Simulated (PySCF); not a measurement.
Se(SiH3)(OSiH3) (H6OSeSi2), SMILES O([Se][SiH3])[SiH3].

Coordinates come from a PBE-D3(BJ)/def2-SVP optimisation. The structure was generated by enumeration, and PubChem lists no compound with its InChIKey, so it may never have been made. Other conformers were not sampled.

Calculation: PySCF with PBE-D3(BJ)/def2-SVP.

Frequencies are harmonic and unscaled.

| mode | ν (cm⁻¹) | IR (km/mol) | moving atoms (share of kinetic energy) |
|---|---|---|---|
| 1 | 65 | 0.5 | Si 55 %, H 22 %, O 14 %, Se 10 % |
| 2 | 103 | 0.6 | H 54 %, O 19 %, Si 18 %, Se 10 % |
| 3 | 123 | 0.3 | H 82 %, Si 10 % |
| 4 | 160 | 0.6 | Si 33 %, H 29 %, O 22 %, Se 16 % |
| 5 | 177 | 2.8 | H 53 %, O 36 % |
| 6 | 372 | 6.2 | Si 63 %, Se 26 %, H 11 % |
| 7 | 510 | 8.1 | O 55 %, Se 19 %, H 16 %, Si 11 % |
| 8 | 554 | 11.5 | H 80 %, Si 14 % |
| 9 | 557 | 7.8 | H 91 % |
| 10 | 680 | 28.7 | H 84 %, Si 9 % |
| 11 | 692 | 48.9 | H 74 %, O 16 %, Si 10 % |
| 12 | 829 | 376.5 | O 48 %, H 30 %, Si 22 % |
| 13 | 857 | 93.1 | H 66 %, O 23 %, Si 11 % |
| 14 | 877 | 42.8 | H 97 % |
| 15 | 895 | 58.3 | H 96 % |
| 16 | 909 | 83.1 | H 95 % |
| 17 | 919 | 83.4 | H 96 % |
| 18 | 946 | 190.3 | H 92 % |
| 19 | 2155 | 42.1 | H 98 % |
| 20 | 2159 | 61.3 | H 98 % |
| 21 | 2164 | 127.3 | H 96 % |
| 22 | 2178 | 81.5 | H 96 % |
| 23 | 2181 | 67.2 | H 96 % |
| 24 | 2188 | 119.9 | H 96 % |
